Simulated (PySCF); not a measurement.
Structure problem from calculated spectra and properties.

Formula: C5H12NPS.

- Dipole: 3.31 D [wB97X-D/def2-SVPD]
- NMR, other nuclei: isotropic shieldings of nuclei other than C and H, by class: 230 (1 N), 332 (1 P), 495 (1 S) ppm [GIAO PBE0/pcSseg-1]
- 1H NMR: chemical shifts (computed TMS as zero) by class: 3.59 (2 H), 2.18 (2 H), 1.63 (2 H), 1.32 (2 H), 1.07 (3 H), -0.69 (1 H) ppm [GIAO PBE0/pcSseg-1]
- 13C NMR: chemical shifts (computed TMS as zero) by class: 34.1 (2 C), 28.6 (2 C), 22.3 (1 C) ppm [GIAO PBE0/pcSseg-1]
- Valence photoelectron: vertical ionisation energy: 8.17 eV [ΔSCF wB97X-D/def2-SVPD]
- Rotational structure: rotational constants A, B, C: 2.462, 1.087, 0.981 GHz [PBE0-D3(BJ)/def2-SVP]
- UV, strongest line: among the 10 lowest singlet transitions: S2 at 6.05 eV (205 nm, f = 0.051) [TDDFT wB97X-D/def2-SVPD]

The electronic properties come from PySCF, for the isolated species, density fitting. Levels stand in brackets. One conformer (not necessarily the lowest) at the PBE0-D3(BJ)/def2-SVP geometry, without solvent, vibrations or thermal averaging. Each NMR value is the plain mean over a class of atoms that symmetry, rotation or inversion makes alike.

Problem. Propose a structure and show how it fits.

Solution. Numbering: `[CH3:1][P:2]1(=[NH:3])[CH2:4][CH2:5][S:6][CH2:7][CH2:8]1`. 5 carbons fall into 3 classes; from least to most shielded: ring sp3 carbon bound to phosphorus [C4/C8] (34.1 ppm, 2 C, up to 3.7 ppm apart in this geometry), ring sp3 carbon bound to sulfur [C5/C7] (28.6 ppm, 2 C), chain sp3 carbon bound to phosphorus [C1] (22.3 ppm). Hydrogen classes from least to most shielded: 2 H on 2 like atoms (sp3 carbon bound to sulfur), C5/C7 (3.59 ppm), 2 H on 2 like atoms (sp3 carbon bound to sulfur), C5/C7 (2.18 ppm), 2 H on 2 like atoms (sp3 carbon bound to phosphorus), C4/C8 (1.63 ppm), 2 H on 2 like atoms (sp3 carbon bound to phosphorus), C4/C8 (1.32 ppm), 3 H on an sp3 carbon bound to phosphorus, C1 (1.07 ppm), 1 H on a nitrogen bonded to P and H, N3 (-0.69 ppm). The other shieldings belong to: 230 ppm, nitrogen bonded to P and H [N3]; 332 ppm, phosphorus bonded to 3 C and N [P2]; 495 ppm, sulfide sulfur [S6]. The first electron is taken from the HOMO, whose largest Löwdin shares are 0.52 on the nitrogen bonded to P and H, 0.13 on the phosphorus bonded to 3 C and N, 0.10 on the sulfide sulfur and 0.06 on an sp3 carbon bound to phosphorus. The optimised geometry has point group C1 and is an asymmetric top. Structure: `CP1(=N)CCSCC1`. The assignments are read from this structure; whether some other isomer fits the data as well wasn't checked.
